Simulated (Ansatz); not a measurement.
CuN₂H₅⁻, that is Cu(NH3)(NH2) with one electron more. Total charge -1; doublet. Geometry r2SCAN-D4/def2-TZVP, that of the neutral singlet; atoms count from 1.

```
atom    x (Å)    y (Å)    z (Å)
 Cu1  -0.2555   0.1360   0.1575
  N2   1.0305  -0.8721  -0.8674
  H3   1.9540  -0.4474  -0.8360
  H4   0.7557  -0.9354  -1.8452
  H5   1.1187  -1.8225  -0.5145
  N6  -1.5792   0.9721   1.0692
  H7  -1.6661   1.9438   0.7737
  H8  -1.3581   1.0255   2.0628
```

The highest occupied level of the charge -1 doublet lies above zero (up to 1.61 eV). By energy differences it is unbound by 0.35 eV (vertical, to the charge 0 singlet, at PBE0-D4/def2-TZVPD) and held by the finite basis.

(1) Estimate the Mulliken populations from the PBE0/def2-TZVPD orbitals of Ansatz.

(2) Where does the spin sit?

(3) And the Mayer bond orders between bonded heavy atoms (over 0.3)?

## Answers

(1) 
| atom | charge (e) | spin (α − β) | d electrons |
| --- | --- | --- | --- |
| Cu1 | -1.60 | 1.22 | 9.74 |
| N2 | -0.91 | 0.67 | – |
| H3 | 0.52 | -0.24 | – |
| H4 | 0.64 | -0.38 | – |
| H5 | 0.63 | -0.37 | – |
| N6 | -0.59 | 0.22 | – |
| H7 | 0.16 | -0.06 | – |
| H8 | 0.16 | -0.06 | – |
Mulliken values and Mayer orders depend strongly on the basis. With diffuse functions, as here, like atoms can get unlike values, and bond orders can come out too low or too high.

(2) Summed by element: Cu 1.22, N 0.88, H -1.10, of 1 unpaired in all. Largest on single atoms: Cu1 1.22, N2 0.67, H4 -0.38.

(3) Cu1–N2 1.67 (1.93 Å); Cu1–N6 1.30 (1.81 Å).
